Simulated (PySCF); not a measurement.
## Electron correlation in Ne (neon, neutral)

[He] 2s2 2p5 3s1, high-spin 3P determinant (an excited configuration). Computed with PySCF 2.14 in aug-cc-pCVTZ-DK with one added diffuse shell each of s, p, d, f type (8s7p5d3f, 75 functions), with scalar relativity by spin-free X2C-1e. Frozen: nothing; 10 electrons correlated.

```tsv
level	correlation energy (mhartree)
CCSD	-283.32
(T)	-3.63
CCSD(T)	-286.95
```

Diagnostics: T1 = 0.0078, D1 = 0.0301, largest double amplitude 0.022.

The outer electron is Rydberg-like, and this basis confines it to a smaller radius and binds it less than a complete one would.

Cost of the coupled-cluster step: about 40 core-seconds, for 10 correlated electrons.

Iterations:

```
CC2 = 0
CCSD nocc = (np.int64(6), np.int64(4)), nmo = (75, 75)
frozen orbitals [[], []]
max_cycle = 100
direct = 0
conv_tol = 1e-08
conv_tol_normt = 1e-06
diis_space = 8
diis_start_cycle = 0
Init t2, MP2 energy = -0.270678777130464
Init E_corr(UCCSD) = -0.270678777133334
cycle = 1  E_corr(UCCSD) = -0.28021191316022  dE = -0.00953313603  norm(t1,t2) = 0.0255057
cycle = 2  E_corr(UCCSD) = -0.282544073624036  dE = -0.00233216046  norm(t1,t2) = 0.0098233
cycle = 3  E_corr(UCCSD) = -0.283385792224024  dE = -0.0008417186  norm(t1,t2) = 0.00497741
cycle = 4  E_corr(UCCSD) = -0.283356058292836  dE = 2.97339312e-05  norm(t1,t2) = 0.00107593
cycle = 5  E_corr(UCCSD) = -0.283296670449173  dE = 5.93878437e-05  norm(t1,t2) = 0.000571479
cycle = 6  E_corr(UCCSD) = -0.283316013022059  dE = -1.93425729e-05  norm(t1,t2) = 0.000273838
cycle = 7  E_corr(UCCSD) = -0.283318418841133  dE = -2.40581907e-06  norm(t1,t2) = 6.07877e-05
cycle = 8  E_corr(UCCSD) = -0.283316643932609  dE = 1.77490852e-06  norm(t1,t2) = 1.83402e-05
cycle = 9  E_corr(UCCSD) = -0.283316596871393  dE = 4.70612161e-08  norm(t1,t2) = 5.34614e-06
cycle = 10  E_corr(UCCSD) = -0.283316683119855  dE = -8.62484621e-08  norm(t1,t2) = 1.51303e-06
cycle = 11  E_corr(UCCSD) = -0.283316646705979  dE = 3.64138757e-08  norm(t1,t2) = 3.90671e-07
cycle = 12  E_corr(UCCSD) = -0.283316640141383  dE = 6.56459642e-09  norm(t1,t2) = 9.69214e-08
UCCSD converged
E(UCCSD) = -128.4055950462937  E_corr = -0.2833166401413826
UCCSD(T) correction = -0.00362867418580675
```
